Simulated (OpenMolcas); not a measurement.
**neutral sulfur: CASPT2 settings compared**

* Program: OpenMolcas
* Basis: ANO-R1 [4s3p1d]
* Scalar Hamiltonian: X2C, finite nucleus
* Active space: 6 electrons in 4 orbitals (3s 3p)
* State averaging: 2S+1 = 3 even, 3 roots; 2S+1 = 1 even, 6 roots
* Spin-orbit coupling: RASSI with atomic mean-field integrals over the reference wave functions, term energies averaged over their components

Methods on the same reference wave functions:
A. CASSCF
B. SS-CASPT2, IPEA 0 Eh, sigma1 regulariser 0.4 Eh (closed shells correlated: 2s 2p)
C. XMS-CASPT2, IPEA 0.4 Eh, sigma1 regulariser 0.05 Eh (closed shells correlated: 2s 2p)
D. XMS-CASPT2, IPEA 0.4 Eh, sigma2 regulariser 0.2 Eh (closed shells correlated: 2s 2p)

Energies in cm-1 above 3s2 3p4 3P2, the measured ground level; measured values from NIST Handbook of Basic Atomic Spectroscopic Data.

```
      Level      A      B      C      D  Measured
3s2 3p4 3P2    0.0    0.0    0.0    0.0       0.0
3s2 3p4 3P1    348    349    349    349       396
3s2 3p4 3P0    510    511    511    511       574
3s2 3p4 1D2  11921  11120  10530  10530      9239
3s2 3p4 1S0  21875  23580  23630  23630     22180
```

Deviations, from unrounded energies. A percentage is the sum of absolute deviations over the sum of measured energies, with the sign that they share, or ± where signs differ.

| Against measurement | Levels | A | B | C | D |
| --- | --- | --- | --- | --- | --- |
| mean absolute deviation (cm-1) | 4 | 770 | 850 | 710 | 710 |
| fine structure of the ground term (%) | 2 | -11.5 | -11.4 | -11.3 | -11.3 |
| other terms of the ground configuration (%) | 2 | ±9.5 | +10.4 | +8.7 | +8.7 |

C, D lie about equally close to measurement and B furthest from it. The largest miss of C in the table is 3s2 3p4 1S0, by +1500 cm-1. The ranking rests on the paired levels alone, and a cruder setting can come out closer through cancelling errors.

Among B to D the level of the table that moves most is 3s2 3p4 1D2, by 600 cm-1 (lowest in C, highest in B). Moves below CASPT2's spread within the term are not significant.

The mean deviations of B to D differ by less than CASPT2's widest spread within a term (970 cm-1), so their order carries little weight.

From A to B the spin-free energies of the other terms of 3s2 3p4 shown, above 3P, scale by factors of 0.93 to 1.08.

The lowest spin-free term lies below A's lowest term by 0.106 hartree in B, 0.098 hartree in C, 0.098 hartree in D.

Term energies are means over components that CASPT2 splits; among the terms shown or strongly mixed into the levels shown the widest spread is 970 cm-1 (3s2 3p4 1D, D). Without dynamic correlation excited terms often stand tens of per cent too high (terms of higher spin than the ground term too low), and those without a measured partner can miss by more than the paired ones (holds for A). Some terms miss by over 15 % even with CASPT2, which points to a basis or an active space too small for the shells correlated (holds for B). Measured partners are found by configuration, term and J. A level has none where our copy of the source lacks it or the pairing is in doubt (some pairs that miss far off the trend of their configuration count as doubtful), and it then counts in no deviation. Levels of configurations outside the active space are missing.
